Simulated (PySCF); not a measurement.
Working out the ionisation energy of O²⁺

O²⁺ [He] 2s2 2p2 (3P) → O³⁺ [He] 2s2 2p1 (2P). All numbers are calculated (PySCF 2.14, the spin-free X2C one-electron Hamiltonian (Gaussian nucleus), in aug-cc-pCVTZ-DK (7s6p4d2f, 59 functions)). Frozen: nothing. Energies in hartree (1 hartree = 27.21139 eV):

```json
{"part": "UHF", "O²⁺ (lower)": "-73.153752", "O³⁺ (upper)": "-71.148057"}
{"part": "CCSD correlation", "O²⁺ (lower)": "-0.150829", "O³⁺ (upper)": "-0.141838"}
{"part": "(T)", "O²⁺ (lower)": "-0.001662", "O³⁺ (upper)": "-0.001447"}
```

What does Hartree-Fock give?

(-71.148057) − (-73.153752) = 2.005695 hartree = 54.578 eV.

What do CCSD and CCSD(T) give?

The CCSD correlation energies differ by 0.008991 hartree = 0.245 eV and the triples by 0.000215 hartree = 0.006 eV, so CCSD gives 54.823 eV and CCSD(T) 54.829 eV.

A first-order spin-orbit estimate adds -0.005 eV to CCSD(T) (valence and next inner shell), giving 54.824 eV against 54.936 eV (semi-empirical (NIST evaluation); NIST Atomic Spectra Database, ionization energies).

What remains against the reference includes basis incompleteness and higher excitations.
